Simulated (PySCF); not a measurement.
A mixed set of molecules. Method: TDDFT CAM-B3LYP/def2-SVPD, vertical, gas phase, core orbitals frozen in the response (PySCF). Geometries: PBE0-D3(BJ)/def2-SVP; one conformer of each isolated species. Triplets are in the Tamm–Dancoff approximation. 'Strongest' means the level of largest summed f among the lowest 10 singlets; it needn't be the same kind of state in each.

Question: Rank by computed lowest singlet excitation energy, lowest first.
A. `C=C1C[C@@H](C)[C@@H](C(C)=O)C1`
B. `[SiH3]B([SiH3])[SiH3]`
C. `COC[C@H](C)[SiH3]`
D. `C[C@@]12C=C[C@@](CO)(CC1)C2`
E. `CC1=CC(=O)CC(C)(C)C1`

Answer: B (3.32 eV), E (3.92 eV), A (4.46 eV), D (6.58 eV), C (7.23 eV).

| SMILES | S1 (eV) | f (strongest) | T1 (eV) | strongest (eV) | α (au) | f (S1) | S1 mainly |
| --- | --- | --- | --- | --- | --- | --- | --- |
| [SiH3]B([SiH3])[SiH3] | 3.32 | 0.22 | 2.64 | 6.23 | 105.3 | 0.000 | H-1/H→L (≥97%) |
| CC1=CC(=O)CC(C)(C)C1 | 3.92 | 0.37 | 3.43 | 5.80 | 108.4 | 0.000 | H→L (92%) |
| C=C1C[C@@H](C)[C@@H](C(C)=O)C1 | 4.46 | 0.24 | 3.91 | 6.61 | 106.5 | 0.000 | H-1→L (84%) |
| C[C@@]12C=C[C@@](CO)(CC1)C2 | 6.58 | 0.16 | 4.05 | 6.58 | 103.1 | 0.162 | H→L (63%) |
| COC[C@H](C)[SiH3] | 7.23 | 0.12 | 7.03 | 8.59 | 83.6 | 0.031 | H→L (78%) |

H and L stand for HOMO and LUMO. A slash joins orbitals within 0.01 eV of each other, whose weights are summed (≥ marks a lower bound).

- `[SiH3]B([SiH3])[SiH3]`: Löwdin shares by element: HOMO (one of a set within 0.03 eV) silicon 43%, boron 34% (atoms not listed hold the other 23%); LUMO boron 50%, silicon 36%.
- `CC1=CC(=O)CC(C)(C)C1`: Löwdin shares by element: HOMO oxygen 60%, carbon 31% or more; LUMO carbon 57% or more, oxygen 20% (atoms not listed hold the other 22%).
- `C=C1C[C@@H](C)[C@@H](C(C)=O)C1`: S1 has the pattern of n→π* at C=O.
- `C[C@@]12C=C[C@@](CO)(CC1)C2`: Löwdin shares by element: HOMO carbon 73% or more (atoms not listed hold the other 27%); LUMO carbon 37% or more, hydrogen 8% or more, oxygen 7% (atoms not listed hold the other 47%).
- `COC[C@H](C)[SiH3]`: Löwdin shares by element: HOMO oxygen 54%, carbon 20% or more, hydrogen 6% or more (atoms not listed hold the other 20%); LUMO carbon 29% or more, silicon 19% (atoms not listed hold the other 52%).
